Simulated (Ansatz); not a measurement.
C$_{2}$HClFSi (`C#C[Si](F)Cl`) radical. The species carries charge 0 and has multiplicity 2.

Cartesian coordinates in Å:
```
C -0.3345 0.5120 1.6613
C -0.0168 0.2116 0.5359
Si 0.6953 -0.2149 -1.0682
F 0.1639 0.8114 -2.1628
Cl 0.1266 -2.0949 -1.6168
H -0.6346 0.7748 2.6505
```

Task: What are the harmonic wavenumbers in cm⁻¹ at PBE0-D4/def2-TZVP (Ansatz, finite differences of forces, unscaled)? (Estimate.)

Result: Ansatz gave: 109, 162, 231, 324, 375, 542, 673, 727, 750, 905, 2145, 3461.

Task: Is this a minimum?

Result: Yes, all 12 modes are real.

Task: Give the ideal-gas thermochemistry at 298.15 K and 1 bar (rigid rotor, harmonic oscillator; point group C1, symmetry number 1).

Result: Zero-point energy 62.2 kJ/mol; H(298) − E = 80.4 kJ/mol; entropy 335.9 J/(mol·K), of which translation 167.2, rotation 114.4, vibration 48.6, electronic 5.8; G(298) − E = -19.7 kJ/mol.
